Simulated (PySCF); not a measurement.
CHS2, SMILES [SH+]=C=S, charge +1.

Geometry: B3LYP-D3(BJ)/def2-TZVP. The isomer is the one that the SMILES or the coordinates give; other isomers of the formula were not compared.

Level of theory: B3LYP-D3(BJ)/def2-TZVP (PySCF).

Frequencies are harmonic and unscaled.

```
mode  ν (cm⁻¹)  IR (km/mol)  Raman (Å⁴/amu)  depolarisation  moving atoms (share of kinetic energy)
----  --------  -----------  --------------  --------------  --------------------------------------
1          324          5.0             1.5            0.67                  C 73 %, S 15 %, H 11 %
2          378          6.4             0.0               –                          C 83 %, S 14 %
3          617          2.6            13.8            0.20                                  S 95 %
4          939         16.4            10.7            0.47                          H 84 %, C 10 %
5         1570        296.1            34.5            0.28                          C 82 %, S 18 %
6         2567         80.0           136.7            0.24                                  H 97 %
```
